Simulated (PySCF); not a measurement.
MB cations for M along group 13

PBE with double-zeta basis sets in PySCF, for the lowest determinant that a PBE0 search found; no spin–orbit coupling. De refers to high-spin ground-configuration atoms (the charge goes to the atom of lower measured ionisation energy or higher electron affinity, which is not always the lowest computed limit). A positive dipole points towards B; it is taken about the centre of mass and depends on that origin.

| M | basis | charged atom | state (unpaired electrons) | Re (Å) | ωe (cm⁻¹) | De (eV) | μ (D) |
| --- | --- | --- | --- | --- | --- | --- | --- |
| B | 6-31G(d,p) | B+ | doublet (σ ↑) | 2.194 | 380 | 2.68 | n/a |
| Al | aug-cc-pV(D+d)Z/aug-cc-pVDZ | Al+ | doublet (σ ↑) | 2.760 | 232 | 1.03 | 0.44 |
| Ga | x2c-SVPall | Ga+ | doublet (σ ↑) | 2.780 | 204 | 0.97 | 2.38 |
| In | def2-SVP | In+ | doublet (σ ↑) | 3.019 | 181 | 0.78 | 2.70 |
| Tl | aug-cc-pVDZ-PP/aug-cc-pVDZ | Tl+ | doublet (σ ↑) | 3.116 | 167 | n/a | 3.11 |

(1) By what factor does the harmonic wavenumber vary along the series?

The rows differ in basis set, which adds steps of its own.

Down a group the atoms grow and get heavier, so bonds lengthen and wavenumbers fall; this series shows no clear exception.

These are scalar-relativistic numbers at best; spin–orbit coupling would shift them, the dissociation energy most. For an ion De counts to the pair picked by the measured ionisation energies or electron affinities, which need not be the lowest pair at this level. States were picked by a PBE0 search and need not be the measured ground states.

Answers

(1) At PBE it runs from 181 cm⁻¹ (InB⁺) to 380 cm⁻¹ (B₂⁺), a factor of 2.10.
